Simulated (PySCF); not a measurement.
## Heteronuclear NMR

Molfile (atoms numbered from 1):
```
C4H8O3Si
     RDKit          3D

 16 15  0  0  0  0  0  0  0  0999 V2000
   -1.8422    1.4522    1.1224 C   0  0  0  0  0  0  0  0  0  0  0  0
   -0.7784    0.9295    0.2154 C   0  0  0  0  0  0  0  0  0  0  0  0
   -0.3423    1.5293   -0.7448 O   0  0  0  0  0  0  0  0  0  0  0  0
   -0.2502   -0.4519    0.6127 C   0  0  0  0  0  0  0  0  0  0  0  0
   -0.0746   -0.7101    1.7861 O   0  0  0  0  0  0  0  0  0  0  0  0
    0.0633   -1.3405   -0.5097 C   0  0  0  0  0  0  0  0  0  0  0  0
    1.9025   -1.0071   -1.0489 Si  0  0  0  0  0  4  0  0  0  0  0  0
    2.0292    0.4989   -1.5947 O   0  0  0  0  0  0  0  0  0  0  0  0
   -2.7546    0.8764    0.9676 H   0  0  0  0  0  0  0  0  0  0  0  0
   -2.0378    2.5044    0.9347 H   0  0  0  0  0  0  0  0  0  0  0  0
   -1.5262    1.2868    2.1514 H   0  0  0  0  0  0  0  0  0  0  0  0
   -0.5779   -1.1482   -1.3660 H   0  0  0  0  0  0  0  0  0  0  0  0
   -0.0134   -2.3796   -0.2043 H   0  0  0  0  0  0  0  0  0  0  0  0
    2.7555   -1.2162    0.1150 H   0  0  0  0  0  0  0  0  0  0  0  0
    2.1507   -1.9301   -2.1516 H   0  0  0  0  0  0  0  0  0  0  0  0
    1.2888    1.1152   -1.4748 H   0  0  0  0  0  0  0  0  0  0  0  0
  1  2  1  0
  2  3  2  0
  2  4  1  0
  4  5  2  0
  4  6  1  0
  6  7  1  0
  7  8  1  0
  1  9  1  0
  1 10  1  0
  1 11  1  0
  6 12  1  0
  6 13  1  0
  7 14  1  0
  7 15  1  0
  8 16  1  0
M  END
```

No solvent model, single conformer, equivalent nuclei averaged, relativity neglected. Structure optimised with GFN2-xTB; NMR shieldings at PBE0/pcSseg-1/GIAO; PySCF 2.14.

Q: Where does 29Si resonate?

A: 
```
atoms                  environment  σ (ppm)  δ (ppm)
  Si7  silicon bonded to C, O, 2 H    371.9    -25.8
```

Shieldings were converted by a linear fit to measured shifts: 29Si (scatter 8.9 ppm rms, 25.8 ppm with the 6 outliers that the fit left out vs TMS, solution or neat liquid). A few per cent of atoms miss by over 2 rms, more outside the fitted compound classes.

On a 600 MHz spectrometer 29Si resonates near 119.2 MHz, so 1 ppm is 119.2 Hz.

Q: Predict the 17O NMR data.

A: 
```
atoms             environment  σ (ppm)  δ (ppm)
   O5           ketone oxygen   -304.4    544.0
   O3           ketone oxygen   -275.4    517.5
   O8  oxygen bonded to Si, H    309.7    -15.4
```

Shieldings were converted by a linear fit to measured shifts: 17O: δ = 266.70 − 0.911σ (rms 10.7 ppm, 155 shifts, 12.2 ppm with the 3 outliers that the fit left out vs liquid water, solution or neat liquid). Occasional misses reach two or three times the rms, and more in compound classes unlike the fitted ones.

On a 600 MHz spectrometer 17O resonates near 81.3 MHz, so 1 ppm is 81.3 Hz.
